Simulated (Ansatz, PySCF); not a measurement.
This PySCF input computes a SVWN5/def2-TZVPD energy:

```python
from pyscf import gto, scf, dft

mol = gto.M(
    atom='''
    Ba    0.31812200   -0.15983617    0.28994222
    Cl    1.21993507    0.69217242   -2.15449770
    Cl   -2.26786636   -0.16565327    1.19939393
    ''',
    basis='def2-tzvpd',
    ecp='def2-tzvp',
    charge=0,
    spin=0,
    verbose=4,
)

mf = dft.RKS(mol, xc='svwn').density_fit(auxbasis='def2-universal-jkfit')
mf.grids.level = 3
mf.conv_tol = 1e-9
mf.max_cycle = 100
mf.max_memory = 1500
mf.kernel()
if not mf.converged:
    mf = mf.newton()
    mf.kernel(mf.make_rdm1())
mf.analyze()
```

**Question.** Write an input for the same energy in Ansatz (an electronic-structure program) and say what it gives.

**Answer.** 
Ansatz 0.2 input:
```yaml
crystal:
  periodic: [false, false, false]
  atoms:
    - {symbol: Ba, position_ang: [0.31812200, -0.15983617, 0.28994222]}
    - {symbol: Cl, position_ang: [1.21993507, 0.69217242, -2.15449770]}
    - {symbol: Cl, position_ang: [-2.26786636, -0.16565327, 1.19939393]}
basis:
  gaussian:
    orbitals: def2-TZVPD
hamiltonian:
  xc: {name: SVWN5}
output: {forces: true}
```
It gives -943.06487 Eh, and PySCF -943.06042 Eh, a difference of 4.45 mEh. That is more than fitting and grids explain: the two runs ended on different electronic states or use different definitions.
